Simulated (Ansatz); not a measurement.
Calculated with Ansatz (gas phase, PBE0-D4/def2-TZVP geometries, no zero-point term in ΔE). CBS: MP2 limit from def2 TZ/QZ plus the TZ coupled-cluster correction, frozen cores. This one scheme is used for every species. DFT in def2-TZVPP. For Se outer-core shells are correlated without core-valence functions, which leaves a few kJ/mol of doubt a bond. Scalar relativity is left out up to krypton. One conformer a species, not always the lowest.

Consider the substitution at a C–N bond: `BNC(C)O` + `B[SeH]` → `B[Se]C(C)O` + `BN`.

Task: Is it downhill or uphill in electronic energy at CCSD(T)/CBS, and by how much? (An estimate is asked.)

Result: Ansatz gave: Downhill: ΔE = -1.0 kcal/mol.

Task: What do these levels give: PBE0-D4, SCS-MP2/def2-TZVPP, CCSD/def2-TZVPP, HF/def2-QZVPP, HF/CBS(def2), MP2/CBS(def2)? (An estimate is asked.)

Result: Ansatz gave: PBE0-D4 -1.0, SCS-MP2/def2-TZVPP -0.9, CCSD/def2-TZVPP 0.5, HF/def2-QZVPP 3.4, HF/CBS(def2) 3.4, MP2/CBS(def2) -2.5 kcal/mol.

Largest T1 diagnostic among the species: 0.013.

The D4 term adds −0.8 kcal/mol with B3LYP and −0.4 kcal/mol with PBE0; it sums over pairs of atoms, weighted by their polarisabilities, and B3LYP, whose exchange is more repulsive, gets the larger term. From PBE to PBE0 (25 % exact exchange), in def2-TZVPP and without D4, ΔE moves by +1.4 kcal/mol.

B3LYP here is the variant with VWN-RPA as its local correlation; programs differ in this.
